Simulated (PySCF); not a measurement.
**Excitation energy of Al by level of theory**

Al [Ne] 3s2 3p1 (2P) → Al [Ne] 3s1 3p1 3d1 (high-spin determinant), as a difference of total energies. Calculation: PySCF 2.14, in x2c-TZVPPall with one added diffuse shell each of s, p, d type (6s6p4d1f, 51 functions); the spin-free X2C one-electron Hamiltonian (Gaussian nucleus). Correlated levels: valence: [Ne] frozen; valence and next inner shell: 1s2 frozen. The calculations carry no spin-orbit coupling.

```tsv
method	excitation energy (eV)
UHF	7.721
LDA	8.499
PBE	8.343
PBE0	8.408
r2SCAN	8.239
M06	8.527
TPSS	8.381
wB97X-V	8.866
revPBE	8.256
MP2 (valence)	8.527
SCS-MP2 (valence)	8.772
MP2 (valence and next inner shell)	8.673
SCS-MP2 (valence and next inner shell)	8.885
```

Problem. How much does correlation contribute at MP2 (valence and next inner shell)?

Solution. 8.673 − (7.721) = 0.952 eV, measured against UHF.

The upper state lies above the first ionisation limit, but in LS coupling its spin forbids autoionisation to the ground ion.

The promoted electron is Rydberg-like, and one or two diffuse shells describe it only roughly, which tends to raise the upper state.

The determinant of the upper state mixes LS terms, which raises its energy above the lowest term, most at the Hartree-Fock and MP2 levels.
